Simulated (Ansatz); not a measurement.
`[BH2][SnH2][CH3]` and `[CH3][SnH2][SiH3]` differ in one atom or group.

Ansatz, PBE0-D4/def2-TZVP geometries, multiplicity 1. 

Elements past krypton have def2 core potentials.

| property | `[BH2][SnH2][CH3]` |
| --- | --- |
| HOMO–LUMO gap (PBE/def2-TZVPP) / eV | 3.15 |
| LUMO energy (PBE/def2-TZVPP) / eV | -3.44 |
| size of the dipole moment (B3LYP/def2-TZVPP) / D | 0.78 |
| HOMO–LUMO gap (B3LYP/def2-TZVPP) / eV | 4.87 |
| size of the dipole moment (PBE/def2-TZVPP) / D | 0.72 |
| LUMO energy (ωB97M-V/def2-TZVPP) / eV | -0.51 |

Give the same properties after the change, and the shifts. (An estimate is asked.)

Ansatz gave: 
```
                                        property  `[CH3][SnH2][SiH3]`  shift
             HOMO–LUMO gap (PBE/def2-TZVPP) / eV                 5.89   2.74
               LUMO energy (PBE/def2-TZVPP) / eV                -0.78   2.66
size of the dipole moment (B3LYP/def2-TZVPP) / D                 0.73  -0.05
           HOMO–LUMO gap (B3LYP/def2-TZVPP) / eV                 7.26   2.39
  size of the dipole moment (PBE/def2-TZVPP) / D                 0.77   0.05
           LUMO energy (ωB97M-V/def2-TZVPP) / eV                 1.38   1.89
```

Dipoles are sizes alone; their direction can turn.

B3LYP here is the variant with VWN-RPA as its local correlation; programs differ in this.
